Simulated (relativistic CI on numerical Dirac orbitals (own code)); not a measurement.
# Co²⁺ in a cubic cluster: 3p photoemission with charge transfer

Computed with a charge-transfer multiplet model of a cubic metal-ligand cluster with up to 2 ligand holes, Slater and spin-orbit integrals from Dirac-Coulomb-Breit ions, Slater integrals scaled by 0.8. The parameters are those of a tetrahedral site (10Dq negative, t2 hopping the larger). The ground state mixes d7 with configurations of k ligand holes L, whose averages lie at kΔ + k(k − 1)U_dd/2; a core hole lowers each added d electron by U_cd. 20 K, Lorentzian 0.9 eV and Gaussian 0.8 eV FWHM.

Atomic integrals in eV (Slater integrals scaled, ζ unscaled), ground: F2dd 9.233, F4dd 5.731, zeta_d 0.063; with the core hole: F2dd 10.133, F4dd 6.331, zeta_d 0.070, zeta_core 1.221, F2cd 10.914, G1cd 13.498, G3cd 8.222.

Cluster parameters (eV): Δ = 6.5, U_dd = 5.8, 10Dq = -0.4, 10Dq(ligand) = 0, V(eg) = 1, V(t2g) = -1.7, final-state hopping factor = 0.8.

| Case | n_d | d7 | d8L | d9L2 | S |
| --- | --- | --- | --- | --- | --- |
| U_cd = 6.4 eV | 7.11 | 0.89 | 0.10 | 0.00 | 1.50 |
| U_cd = 7 eV | 7.11 | 0.89 | 0.10 | 0.00 | 1.50 |
| U_cd = 7.6 eV | 7.11 | 0.89 | 0.10 | 0.00 | 1.50 |
| U_cd = 8.2 eV | 7.11 | 0.89 | 0.10 | 0.00 | 1.50 |
| U_cd = 8.8 eV | 7.11 | 0.89 | 0.10 | 0.00 | 1.50 |

Weights, n_d and S are thermal averages at 20 K. Binding energies count from the first peak over 30 % of the highest in each spectrum, which can be another peak from case to case. The parameters are a model scan and need not match a compound or its usual spin state. Peaks in eV (height, largest 100):
- U_cd = 6.4 eV: 0.0 (100), 2.8 (59), 4.2 (63), 7.5 (32), 9.5 (25), 12.4 (15), 18.1 (31), 21.3 (16)
- U_cd = 7 eV: 0.0 (100), 4.3 (69), 7.2 (31), 9.4 (28), 12.1 (16), 17.8 (33), 21.1 (22)
- U_cd = 7.6 eV: 0.0 (100), 4.2 (75), 6.6 (33), 9.2 (31), 11.8 (19), 17.4 (33), 20.9 (29)
- U_cd = 8.2 eV: 0.0 (100), 4.3 (82), 9.0 (33), 11.6 (23), 17.0 (34), 20.8 (35), 23.0 (8)
- U_cd = 8.8 eV: 0.0 (100), 4.2 (90), 8.6 (35), 11.5 (27), 16.7 (34), 20.6 (39), 22.8 (16)

Curve for U_cd = 8.8 eV (points under 2 left out, the grid thinned):

| E (eV) | Intensity |
| --- | --- |
| -4.0 | 3.1 |
| -3.3 | 4.2 |
| -2.6 | 6.4 |
| -2.0 | 10.3 |
| -1.3 | 23.9 |
| -0.6 | 69.3 |
| 0.1 | 99.5 |
| 0.8 | 78.3 |
| 1.5 | 59.1 |
| 2.1 | 50.6 |
| 2.8 | 54.0 |
| 3.5 | 73.8 |
| 4.2 | 89.9 |
| 4.9 | 71.1 |
| 5.5 | 54.4 |
| 6.2 | 47.8 |
| 6.9 | 37.2 |
| 7.6 | 32.8 |
| 8.3 | 34.1 |
| 9.0 | 32.6 |
| 9.6 | 24.2 |
| 10.3 | 19.3 |
| 11.0 | 23.9 |
| 11.7 | 26.9 |
| 12.4 | 22.5 |
| 13.0 | 16.9 |
| 13.7 | 12.7 |
| 14.4 | 11.7 |
| 15.1 | 13.6 |
| 15.8 | 19.4 |
| 16.5 | 32.8 |
| 17.1 | 27.9 |
| 17.8 | 14.5 |
| 18.5 | 13.5 |
| 19.2 | 16.9 |
| 19.9 | 24.9 |
| 20.5 | 38.4 |
| 21.2 | 28.0 |
| 21.9 | 14.2 |
| 22.6 | 15.4 |
| 23.3 | 12.0 |
| 24.0 | 5.1 |
| 24.6 | 3.8 |
| 25.3 | 3.6 |
| 26.0 | 2.1 |

For the case U_cd = 7 eV, Δ = 6.5 eV is larger than U_dd = 5.8 eV, the Mott-Hubbard side of the Zaanen-Sawatzky-Allen scheme. With the core hole the configuration with one ligand hole lies at Δ − U_cd = 0.1, -0.5, -1.1, -1.7, -2.3 eV from the one without, in the order of the table; where this is negative the screened configuration lies lower, though the effective hopping of about 2.3 eV (from the holes of the mixed ground state) mixes the two strongly wherever it is as large as the gap.
